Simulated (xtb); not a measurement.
ethylenediamine (C2H8N2), singlet, geometry from GFN2-xTB; xtb with GFN2-xTB.

Input for xtb:
```
$ xtb mol.xyz --gfn 2 --ohess --json

# file mol.xyz
12

N      1.80389178     0.38626777    -0.22442841
C      0.55694421     0.17700189     0.49221348
C     -0.55492179    -0.18446869    -0.49175578
N     -1.75934788    -0.55072401     0.23450925
H      2.55231782     0.59994733     0.42532920
H      1.71475544     1.17096056    -0.86238442
H      0.23886758     1.05364064     1.08495630
H      0.69696335    -0.65910161     1.18080159
H     -0.23414157    -1.04963774    -1.07605929
H     -0.70278446     0.65914184    -1.18994644
H     -2.49325710    -0.81799969    -0.41196303
H     -2.09666295     0.23904307     0.77595401
```

The log (banner, timings and long lists left out):

```
   ID    Z sym.   atoms
    1    7 N      1, 4
    2    6 C      2, 3
    3    1 H      5-12

           -------------------------------------------------
          |                Calculation Setup                |
           -------------------------------------------------

           -------------------------------------------------
          |                 G F N 2 - x T B                 |
           -------------------------------------------------

          ...................................................
          :                      SETUP                      :
          :.................................................:
          :  # basis functions                  24          :
          :  # atomic orbitals                  24          :
          :  # shells                           16          :
          :  # electrons                        26          :
          :  max. iterations                   250          :
          :  Hamiltonian                  GFN2-xTB          :
          :  restarted?                      false          :
          :  GBSA solvation                  false          :
          :  PC potential                    false          :
          :  electronic temp.          300.0000000     K    :
          :  accuracy                    1.0000000          :
          :  -> integral cutoff          0.2500000E+02      :
          :  -> integral neglect         0.1000000E-07      :
          :  -> SCF convergence          0.1000000E-05 Eh   :
          :  -> wf. convergence          0.1000000E-03 e    :
          :  Broyden damping             0.4000000          :
          :  net charge                          0          :
          :  unpaired electrons                  0          :
          ...................................................

 iter      E             dE          RMSdq      gap      omega  full diag
   1    -14.3174924 -0.143175E+02  0.330E+00   10.28       0.0  T
   2    -14.3393226 -0.218302E-01  0.179E+00   10.54       1.0  T
   3    -14.3404221 -0.109954E-02  0.700E-01   10.56       1.0  T
   4    -14.3405174 -0.952949E-04  0.749E-02   10.51       1.0  T
   5    -14.3405201 -0.271017E-05  0.319E-02   10.50       1.0  T
   6    -14.3405206 -0.500717E-06  0.401E-03   10.50       7.2  T
   7    -14.3405206 -0.159064E-07  0.999E-04   10.50      28.9  T
   8    -14.3405206 -0.222111E-08  0.253E-04   10.50     113.9  T

   *** convergence criteria satisfied after 8 iterations ***

[...]
         :: total energy             -14.168875957743 Eh    ::
 * total energy  :   -14.1688760 Eh     change       -0.4136425E-10 Eh
   *** GEOMETRY OPTIMIZATION CONVERGED AFTER 1 ITERATIONS ***
         :: total energy             -14.168875957784 Eh    ::
[...]

    mode    ω/cm⁻¹     T·S(HO)/kcal·mol⁻¹    T·S(FR)/kcal·mol⁻¹   T·S(vib)
   ------------------------------------------------------------------------
       1    107.12    -0.99001 ( 95.47%)    -0.83036 (  4.53%)    -0.98278
       2    249.46    -0.51711 ( 99.84%)    -0.58020 (  0.16%)    -0.51721
       3    258.40    -0.49866 ( 99.86%)    -0.56977 (  0.14%)    -0.49876
       4    293.70    -0.43307 ( 99.92%)    -0.53186 (  0.08%)    -0.43315
   ------------------------------------------------------------------------

   temp. (K)  partition function   enthalpy   heat capacity  entropy
                                   cal/mol     cal/K/mol   cal/K/mol   J/K/mol
 298.15  VIB   8.07                 1738.260     12.620      9.956
         ROT  0.222E+05              888.752      2.981     22.873
         INT  0.179E+06             2627.012     15.601     32.829
         TR   0.451E+27             1481.254      4.968     38.183
         TOT                        4108.2662    20.5690    71.0120   297.1143

       T/K    H(0)-H(T)+PV         H(T)/Eh          T*S/Eh         G(T)/Eh
   ------------------------------------------------------------------------
    298.15    0.654694E-02    0.113919E+00    0.337401E-01    0.801793E-01
   ------------------------------------------------------------------------

         :::::::::::::::::::::::::::::::::::::::::::::::::::::
         ::                  THERMODYNAMIC                  ::
         :::::::::::::::::::::::::::::::::::::::::::::::::::::
         :: total free energy         -14.088696674564 Eh   ::
         ::.................................................::
         :: total energy              -14.168875957784 Eh   ::
         :: zero point energy           0.107372446295 Eh   ::
         :: G(RRHO) w/o ZPVE           -0.027193163075 Eh   ::
         :: G(RRHO) contrib.            0.080179283220 Eh   ::
         :::::::::::::::::::::::::::::::::::::::::::::::::::::

optimized geometry written to: xtbopt.xyz

           -------------------------------------------------
          | TOTAL ENERGY              -14.168875957784 Eh   |
          | TOTAL ENTHALPY            -14.054956572520 Eh   |
          | TOTAL FREE ENERGY         -14.088696674564 Eh   |
          | GRADIENT NORM               0.000041360218 Eh/α |
          | HOMO-LUMO GAP              10.504860047292 eV   |
           -------------------------------------------------

normal termination of xtb
```
